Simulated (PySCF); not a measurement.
CHF2 (SMILES F[CH-]F), charge -1, singlet, geometry from GFN2-xTB; PySCF with BHANDHLYP/6-31+G*, TDA.

Here is a job for PySCF.
```python
from pyscf import gto, scf, dft, tdscf

mol = gto.Mole()
mol.atom = '''
    C    -0.122049   -0.004221    0.645091
    F    -0.023478    1.132899   -0.272100
    F     0.003141   -1.130746   -0.281877
    H     0.915325    0.005947    1.115243
'''
mol.basis = '6-31+g*'
mol.charge = -1
mol.spin = 0
mol.verbose = 3
mol.build()

mf = dft.RKS(mol)
mf.xc = 'bhandhlyp'
mf.kernel()
td = mf.TDA()
td.nstates = 10
td.kernel()
td.analyze()
```

It wrote (shortened):

```
converged SCF energy = -238.245371612048
Excitation energies (eV)
[3.69424203 4.07760551 4.23704067 5.36255169 8.05031926 8.37129474
 9.11417257 9.33814635 9.35646906 9.57050767]

** Singlet excitation energies and oscillator strengths **
Excited State   1:      3.69424 eV    335.61 nm  f=0.0233
Excited State   2:      4.07761 eV    304.06 nm  f=0.0619
Excited State   3:      4.23704 eV    292.62 nm  f=0.0585
Excited State   4:      5.36255 eV    231.20 nm  f=0.1558
Excited State   5:      8.05032 eV    154.01 nm  f=0.0088
Excited State   6:      8.37129 eV    148.11 nm  f=0.0076
Excited State   7:      9.11417 eV    136.03 nm  f=0.0040
Excited State   8:      9.33815 eV    132.77 nm  f=0.0771
Excited State   9:      9.35647 eV    132.51 nm  f=0.0092
Excited State  10:      9.57051 eV    129.55 nm  f=0.2700
```
